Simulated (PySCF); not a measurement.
AsF3, triplet, geometry from GFN2-xTB (a higher spin typed on purpose: for a closed-shell molecule this is an excited state); B3LYP/STO-3G run with PySCF.

PySCF was given this input:
```python
from pyscf import gto, scf, dft

mol = gto.Mole()
mol.atom = '''
    F    -1.75854617   -0.86921053    0.20925575
    As    0.07555063   -0.21534643    0.07876260
    F     1.94209977    0.34601691   -0.01789853
    F    -0.46057259    1.31279719   -0.48015343
'''
mol.basis = 'sto-3g'
mol.spin = 2
mol.verbose = 4
mol.build()

mf = dft.UKS(mol)
mf.xc = 'b3lyp'
mf.grids.atom_grid = (50, 194)
mf.kernel()
mf.analyze()
```

It wrote (shortened):

```
PySCF version 2.14.0

[INPUT] verbose = 4
[INPUT] num. atoms = 4
[INPUT] num. electrons = 60
[INPUT] charge = 0
[INPUT] spin (= nelec alpha-beta = 2S) = 2
[INPUT] symmetry False subgroup None
[INPUT] Mole.unit = angstrom
[INPUT] Symbol           X                Y                Z      unit          X                Y                Z       unit  Magmom
[INPUT]  1 F     -1.758546170000  -0.869210530000   0.209255750000 AA   -3.323170638703  -1.642569846288   0.395436057490 Bohr   0.0
[INPUT]  2 As     0.075550630000  -0.215346430000   0.078762600000 AA    0.142769999238  -0.406945774603   0.148839742859 Bohr   0.0
[INPUT]  3 F      1.942099770000   0.346016910000  -0.017898530000 AA    3.670036671881   0.653877194368  -0.033823319732 Bohr   0.0
[INPUT]  4 F     -0.460572590000   1.312797190000  -0.480153430000 AA   -0.870356055582   2.480827146199  -0.907358480471 Bohr   0.0

nuclear repulsion = 296.378750604801
number of shells = 17
number of NR pGTOs = 99
number of NR cGTOs = 33
basis = sto-3g
ecp = {}

******** <class 'pyscf.dft.uks.UKS'> ********
method = UKS
initial guess = minao
damping factor = 0
level_shift factor = 0
DIIS = <class 'pyscf.scf.diis.CDIIS'>
diis_start_cycle = 1
diis_space = 8
diis_damp = 0
SCF conv_tol = 1e-09
SCF conv_tol_grad = None
SCF max_cycles = 50
direct_scf = True
direct_scf_tol = 1e-13
number electrons alpha = 31  beta = 29
XC library pyscf.dft.libxc version 7.1.2
    S. Lehtola, C. Steigemann, M. J. T. Oliveira, and M. A. L. Marques,  SoftwareX 7, 1–5 (2018)
XC functionals = b3lyp
    P. J. Stephens, F. J. Devlin, C. F. Chabalowski, and M. J. Frisch,  J. Phys. Chem. 98, 11623 (1994)
radial grids:
    Treutler-Ahlrichs [JCP 102, 346 (1995); DOI:10.1063/1.469408] (M4) radial grids

becke partition: Becke, JCP 88, 2547 (1988); DOI:10.1063/1.454033
pruning grids: <function nwchem_prune>
grids dens level: 3
symmetrized grids: False
atomic radii adjust function: <function treutler_atomic_radii_adjust>
User specified grid scheme (50, 194)
small_rho_cutoff = 0
Set gradient conv threshold to 3.16228e-05
tot grids = 25928
init E= -2502.86507496102

cycle= 1 E= -2505.56146824772  delta_E= -2.7  |g|= 0.213  |ddm|= 1.97
cycle= 2 E= -2505.54335858464  delta_E= 0.0181  |g|= 0.25  |ddm|= 0.742
cycle= 3 E= -2505.59943040687  delta_E= -0.0561  |g|= 0.0316  |ddm|= 0.455
cycle= 4 E= -2505.59990017961  delta_E= -0.00047  |g|= 0.0241  |ddm|= 0.0914
cycle= 5 E= -2505.60048220644  delta_E= -0.000582  |g|= 0.00264  |ddm|= 0.0475
cycle= 6 E= -2505.60050072577  delta_E= -1.85e-05  |g|= 0.000343  |ddm|= 0.0133
cycle= 7 E= -2505.60050079642  delta_E= -7.07e-08  |g|= 0.00049  |ddm|= 0.00189
cycle= 8 E= -2505.6005010679  delta_E= -2.71e-07  |g|= 9.36e-05  |ddm|= 0.00103
cycle= 9 E= -2505.60050112377  delta_E= -5.59e-08  |g|= 2.2e-05  |ddm|= 0.000966
cycle= 10 E= -2505.60050112851  delta_E= -4.74e-09  |g|= 4.96e-06  |ddm|= 0.000354
cycle= 11 E= -2505.60050112858  delta_E= -6.73e-11  |g|= 7.36e-07  |ddm|= 3.2e-05
Extra cycle  E= -2505.60050112857  delta_E= 2.73e-12  |g|= 7.74e-07  |ddm|= 3.15e-06
converged SCF energy = -2505.60050112857  <S^2> = 2.0193576  2S+1 = 3.0128774
**** SCF Summaries ****
Total Energy =                       -2505.600501128573342
Nuclear Repulsion Energy =             296.378750604801326
One-electron Energy =                -4106.268807600727087
Two-electron Energy =                 1304.289555867352874
Two-electron Coulomb Energy =         1419.866140887846541
DFT Exchange-Correlation Energy =     -115.576585020493710
**** MO energy ****
                             alpha | beta                alpha | beta
MO #1   energy= -420.881586672883  | -420.880153766251  occ= 1 | 1
MO #2   energy= -51.8793365147835  | -51.8779288392638  occ= 1 | 1
MO #3   energy= -47.3785497074888  | -47.3779572848343  occ= 1 | 1
MO #4   energy= -47.3784974836991  | -47.3774763544775  occ= 1 | 1
MO #5   energy= -47.3774722062921  | -47.374377673047   occ= 1 | 1
MO #6   energy= -24.3495853901199  | -24.3472418890237  occ= 1 | 1
MO #7   energy= -24.3175488713083  | -24.3069377957013  occ= 1 | 1
MO #8   energy= -24.3173269220758  | -24.3067213886667  occ= 1 | 1
MO #9   energy= -6.28471268535404  | -6.28128699824581  occ= 1 | 1
MO #10  energy= -4.41873514983519  | -4.41806609178723  occ= 1 | 1
MO #11  energy= -4.41868643099853  | -4.41609309323051  occ= 1 | 1
MO #12  energy= -4.41160940819872  | -4.40388282841342  occ= 1 | 1
MO #13  energy= -1.09434101991326  | -1.08402791794302  occ= 1 | 1
MO #14  energy= -1.03680053904669  | -0.99056290092284  occ= 1 | 1
MO #15  energy= -1.03458555191337  | -0.988951673535121 occ= 1 | 1
MO #16  energy= -0.620381481001736 | -0.618399825489576 occ= 1 | 1
MO #17  energy= -0.618032197135442 | -0.617251520616149 occ= 1 | 1
MO #18  energy= -0.612637966620181 | -0.609447444283664 occ= 1 | 1
MO #19  energy= -0.612197104829597 | -0.608681884123438 occ= 1 | 1
MO #20  energy= -0.611281459987622 | -0.606647508281827 occ= 1 | 1
MO #21  energy= -0.495808612797688 | -0.457773070110547 occ= 1 | 1
MO #22  energy= -0.355838785643707 | -0.30066827090868  occ= 1 | 1
MO #23  energy= -0.317159266766058 | -0.289677509862814 occ= 1 | 1
MO #24  energy= -0.29520097271964  | -0.253569828877538 occ= 1 | 1
MO #25  energy= -0.229698222376354 | -0.203986310940252 occ= 1 | 1
MO #26  energy= -0.216983168379156 | -0.181854598436299 occ= 1 | 1
MO #27  energy= -0.203500303864902 | -0.179169897338013 occ= 1 | 1
MO #28  energy= -0.19845815112986  | -0.169569338992846 occ= 1 | 1
MO #29  energy= -0.194623286802519 | -0.164983583955193 occ= 1 | 1
MO #30  energy= -0.161106881524626 | -0.00685202550942432 occ= 1 | 0
MO #31  energy= -0.0889282484203646 | 0.0227727786076195 occ= 1 | 0
MO #32  energy= 0.192582411951579  | 0.213519136152982  occ= 0 | 0
MO #33  energy= 0.194156971451586  | 0.25107555800581   occ= 0 | 0

To work with the spin densities directly, `use mulliken_meta_spin()` only printing them here.

 ** Mulliken spin pop alpha/beta on meta-lowdin orthogonal AOs **
 ** Mulliken Spin Density (per AO)  **
spin_pop of  0 F 1s        0.00000
spin_pop of  0 F 2s       -0.00116
spin_pop of  0 F 2px       0.45350
spin_pop of  0 F 2py       0.00775
spin_pop of  0 F 2pz       0.07402
spin_pop of  1 As 1s        0.00000
spin_pop of  1 As 2s        0.00001
spin_pop of  1 As 3s        0.00005
spin_pop of  1 As 4s        0.13837
spin_pop of  1 As 2px      -0.00000
spin_pop of  1 As 2py       0.00000
spin_pop of  1 As 2pz       0.00000
spin_pop of  1 As 3px      -0.00013
spin_pop of  1 As 3py       0.00014
spin_pop of  1 As 3pz       0.00072
spin_pop of  1 As 4px      -0.07850
spin_pop of  1 As 4py       0.13095
spin_pop of  1 As 4pz       0.62240
spin_pop of  1 As 3dxy      0.00053
spin_pop of  1 As 3dyz     -0.00003
spin_pop of  1 As 3dz^2     0.00080
spin_pop of  1 As 3dxz      0.00001
spin_pop of  1 As 3dx2-y2    0.00103
spin_pop of  2 F 1s        0.00000
spin_pop of  2 F 2s       -0.00116
spin_pop of  2 F 2px       0.31359
spin_pop of  2 F 2py       0.13870
spin_pop of  2 F 2pz       0.08300
spin_pop of  3 F 1s       -0.00000
spin_pop of  3 F 2s        0.00157
spin_pop of  3 F 2px      -0.01333
spin_pop of  3 F 2py       0.00128
spin_pop of  3 F 2pz       0.12587
 ** Mulliken Spin Density (per atom)  **
spin density of  0 F =      0.53411
spin density of  1 As =      0.81637
spin density of  2 F =      0.53413
spin density of  3 F =      0.11539
 ** Mulliken pop alpha/beta on meta-lowdin orthogonal AOs **
 ** Mulliken pop       alpha | beta **
pop of  0 F 1s        0.99999 | 0.99999
pop of  0 F 2s        0.98335 | 0.98452
pop of  0 F 2px       0.88204 | 0.42854
pop of  0 F 2py       0.96015 | 0.95240
pop of  0 F 2pz       0.99680 | 0.92278
pop of  1 As 1s        1.00000 | 1.00000
pop of  1 As 2s        0.99999 | 0.99998
pop of  1 As 3s        1.00000 | 0.99995
pop of  1 As 4s        0.93966 | 0.80129
pop of  1 As 2px       1.00000 | 1.00000
pop of  1 As 2py       1.00000 | 1.00000
pop of  1 As 2pz       1.00000 | 1.00000
pop of  1 As 3px       0.99895 | 0.99908
pop of  1 As 3py       0.99925 | 0.99912
pop of  1 As 3pz       0.99991 | 0.99919
pop of  1 As 4px       0.35982 | 0.43832
pop of  1 As 4py       0.49693 | 0.36598
pop of  1 As 4pz       0.93895 | 0.31655
pop of  1 As 3dxy      0.99929 | 0.99876
pop of  1 As 3dyz      0.99891 | 0.99894
pop of  1 As 3dz^2     0.99928 | 0.99848
pop of  1 As 3dxz      0.99989 | 0.99988
pop of  1 As 3dx2-y2    0.99893 | 0.99789
pop of  2 F 1s        0.99999 | 0.99999
pop of  2 F 2s        0.98335 | 0.98452
pop of  2 F 2px       0.85699 | 0.54340
pop of  2 F 2py       0.98360 | 0.84490
pop of  2 F 2pz       0.99841 | 0.91541
pop of  3 F 1s        0.99998 | 0.99998
pop of  3 F 2s        0.96343 | 0.96186
pop of  3 F 2px       0.93265 | 0.94598
pop of  3 F 2py       0.76103 | 0.75975
pop of  3 F 2pz       0.96846 | 0.84259
In total            31.00000 | 29.00000
 ** Mulliken atomic charges   ( Nelec_alpha | Nelec_beta ) **
charge of  0F =     -0.11057  (     4.82234      4.28823 )
charge of  1As =      0.35684  (    16.72976     15.91340 )
charge of  2F =     -0.11056  (     4.82235      4.28821 )
charge of  3F =     -0.13570  (     4.62555      4.51016 )
Dipole moment(X, Y, Z, Debye):  0.06030, -0.17148,  0.06283
```
